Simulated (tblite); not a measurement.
Species: C8H10O2.
Z-matrix (Å and degrees, GFN2-xTB geometry), rows numbered from 1:
```
C 
C   1  1.5055
O   2  1.2013  1  123.32
C   2  1.5302  1  114.46  3  -179.75
C   4  1.4998  2  108.40  1   -84.04
C   5  1.3313  4  123.28  2  -142.72
C   6  1.4712  5  123.28  4    -3.30
O   7  1.2102  6  122.38  5   178.71
C   7  1.5133  6  114.77  5    -3.67
C   9  1.5227  7  111.68  6    34.38
H   1  1.0866  2  110.30  3   -16.95
H   1  1.0896  2  108.20  3   101.63
H   1  1.0868  2  111.37  3  -139.71
H   4  1.0981  2  108.18  1    33.10
H   5  1.0824  4  116.67  2    36.70
H   6  1.0806  5  121.06  4   178.30
H   9  1.0954  7  106.98  6   -85.89
H   9  1.0907  7  109.13  6   157.81
H  10  1.0918  4  109.83  2   -67.47
H  10  1.0919  4  108.43  2    50.02
```

Computed with GFN2-xTB (tblite): harmonic, unscaled wavenumbers at the GFN2-xTB geometry, gas phase. Against measured fundamentals such values can be off by several per cent, at times by over 20. One conformer, not necessarily the lowest.

Harmonic wavenumbers (cm⁻¹): 40.6, 55.9, 114.8, 144.2, 172.7, 250.4, 294.5, 325.9, 412.1, 463.5, 479.7, 561.6, 589.6, 617.4, 698.1, 753.9, 798.9, 863.2, 929.8, 940.3, 952.9, 968.2, 992.8, 1016.0, 1044.6, 1091.0, 1132.5, 1141.2, 1173.0, 1195.9, 1216.9, 1226.1, 1278.9, 1309.7, 1336.4, 1346.1, 1369.6, 1447.0, 1448.8, 1458.0, 1485.9, 1662.6, 1735.8, 1785.0, 2892.1, 2939.5, 2982.3, 2998.3, 3005.4, 3013.1, 3041.1, 3049.4, 3058.8, 3085.2.

A = 3271, B = 781.9, C = 710.9 MHz; mass 138.068 u (most abundant isotopes); point group C1, symmetry number 1.

Problem. What is the zero-point energy?

Solution. Half the sum of the wavenumbers: 35194 cm⁻¹ = 100.62 kcal/mol.

Problem. What is S at 350 K and 1 bar for an ideal gas of classical rigid rotors and harmonic oscillators?

Solution. Translation 41.50, rotation 30.04, vibration 33.90: S = 105.4 cal/(mol K).

Problem. And Cp and H(350 K) − H(0)?

Solution. Cp = 43.99 cal/(mol K), of which vibrations give 36.04 (their classical limit is 54 R = 107.3); H(350 K) − H(0) = 8.94 kcal/mol without the zero-point energy, 6.16 from vibrations.

Problem. Which modes carry the vibrational entropy at 350 K?

Solution. 40.6 cm⁻¹: 5.55; 55.9 cm⁻¹: 4.91; 114.8 cm⁻¹: 3.50; 144.2 cm⁻¹: 3.06; 172.7 cm⁻¹: 2.71; 250.4 cm⁻¹: 2.02 cal/(mol K); the other 48 give 12.17 together.

Problem. Blend soft modes into free rotors: weight 1/[1 + (100 cm⁻¹/ν̃)⁴] for the oscillator and the rest for a rotor with moment μB/(μ + B), μ = h/(8π²ν), B = 10⁻⁴⁴ kg m². What vibrational entropy results?

Solution. 30.79 cal/(mol K) in place of 33.90, which changes −T·S at 350 K by +1.09 kcal/mol.

Problem. What must be added to the electronic energy to get the Gibbs energy at 350 K and 1 bar?

Solution. ZPE + [H(350 K) − H(0)] − T·S = 100.62 + 8.94 − 36.91 = 72.65 kcal/mol.

Problem. How do the functions run with temperature in this model?

Solution. 
| T (K) | S (cal/(mol K)) | Cp (cal/(mol K)) | H − H(0) (kcal/mol) | G − H(0) (kcal/mol) | ln q(vib) |
| --- | --- | --- | --- | --- | --- |
| 150 | 78.7 | 22.8 | 2.33 | -9.47 | 3.17 |
| 250 | 92.6 | 32.9 | 5.10 | -18.05 | 5.69 |
| 298.15 | 98.9 | 38.3 | 6.81 | -22.66 | 6.89 |
| 400 | 111.7 | 49.3 | 11.28 | -33.39 | 9.47 |
| 600 | 135.1 | 66.6 | 22.98 | -58.11 | 14.58 |
| 900 | 165.5 | 83.0 | 45.63 | -103.36 | 22.01 |

q(vib) and H(0) count from the zero-point level.

Hindered rotation and anharmonicity are outside this model. Other conformers, if any are populated, would add a mixing term that is left out. The structure is chiral; the term R ln 2 for an equal mix with its mirror image is left out.

On Arm Neoverse V1, one thread, shared host with 64 logical CPUs at a one-minute load of 20, this took 0.78 s. The figure is for the frequency step alone.
